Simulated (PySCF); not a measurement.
CH4Mg, SMILES [CH3][MgH].

Coordinates come from a PBE-D3(BJ)/def2-TZVP optimisation.

These are TDA-B3LYP/def2-TZVPD run with PySCF values and carry that method's errors.

Vertical excitations; the highest root listed may be one member of a degenerate set.  State labels are in the subgroup Cs.

Q: Estimate the UV-visible absorptions. (The exact figures need the calculation; the answer reports its results.)

A: 
```tsv
state	symmetry	energy (eV)	λ (nm)	f	main pairs
S1	A'	5.01	248	0.001	HOMO→LUMO+2 (degenerate set)
S2	A"	5.01	248	0.001	HOMO→LUMO+1 (degenerate set)
S3	A'	5.49	226	0.317	HOMO→LUMO 89 %
S4	A'	6.67	186	0.034	HOMO−1→LUMO 55 %, HOMO→LUMO+3 43 %
S5	A'	6.71	185	0.246	HOMO−1→LUMO+2 (degenerate set)
S6	A"	6.71	185	0.246	HOMO−1→LUMO+1 (degenerate set)
S7	A'	6.95	178	0.000	HOMO→LUMO+3 48 %, HOMO−1→LUMO 38 %
S8	A"	7.30	170	0.026	HOMO→LUMO+5 (degenerate set)
S9	A'	7.30	170	0.026	HOMO→LUMO+6 (degenerate set)
S10	A'	7.45	166	0.274	HOMO→LUMO+4 81 %
T1	A'	4.33	286	0	HOMO→LUMO 95 %
T2	A'	4.79	259	0	HOMO→LUMO+2 (degenerate set)
T3	A"	4.79	259	0	HOMO→LUMO+1 (degenerate set)
T4	A'	5.66	219	0	HOMO−1→LUMO 89 %
```
Triplets are in the Tamm–Dancoff approximation.
